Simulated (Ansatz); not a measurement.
iridium atom (Ir), quartet (core potentials on Ir); CASSCF(7,6)/def2-SVP run with Ansatz (a program for electronic structure).

The Ansatz input:
Ansatz 0.2 input:
```yaml
crystal:
  periodic: [false, false, false]
  atoms:
    - {symbol: Ir, position_ang: [0.00000000, 0.00000000, 0.00000000]}
basis:
  gaussian:
    orbitals: def2-SVP
hamiltonian:
  xc: hf
correlation: {active_space: {window: {electrons: 7, orbitals: 6}}}
magnetization: {spin_polarized: false, initial_magnetization: 3}
```

Question: Write the output that Ansatz gives for this input, abridged.

Answer: 
```
Functional definition: HF
201 factors; integrals over basis functions are off by at most 2.2e-4 eV
mean field evaluation 1: about -2813.7936 eV, gradient 1.3e1 eV
mean field evaluation 2: about -2813.7936 eV, gradient 1.3e1 eV
mean field evaluation 4: about -2814.1126 eV, gradient 1.1e0 eV
mean field evaluation 8: about -2814.1170 eV, gradient 1.9e-3 eV
mean field evaluation 16: about -2814.1851 eV, gradient 6.3e-1 eV
mean field evaluation 32: about -2814.1170 eV, gradient 1.4e-5 eV
mean field evaluation 64: about -2814.3938 eV, gradient 1.9e-6 eV
mean field evaluation 96: about -2814.3938 eV, gradient 1.1e-2 eV
mean field evaluation 128: about -2812.0360 eV, gradient 2.1e1 eV
mean field evaluation 160: about -2814.2359 eV, gradient 1.1e0 eV
mean field evaluation 192: about -2814.3902 eV, gradient 1.1e0 eV
mean field evaluation 224: about -2812.9128 eV, gradient 1.4e1 eV
mean field evaluation 256: about -2813.6104 eV, gradient 3.7e0 eV
mean field evaluation 288: about -2814.2824 eV, gradient 6.0e0 eV
mean field -2814.52405766 eV, -103.4318513662 hartree, gradient 2.1e-6 eV, S^2 3.750000; 14 other end points of the search recorded, 0 dependent functions left out
reference -2814.52405766 eV, -103.4318513662 hartree; 10, 7 occupied and 22, 25 virtual orbitals, 201 factors
state -2814.84538687 eV, -103.4436599969 hartree
Total energy: -2814.84538687 eV, -103.4436599969 hartree
```
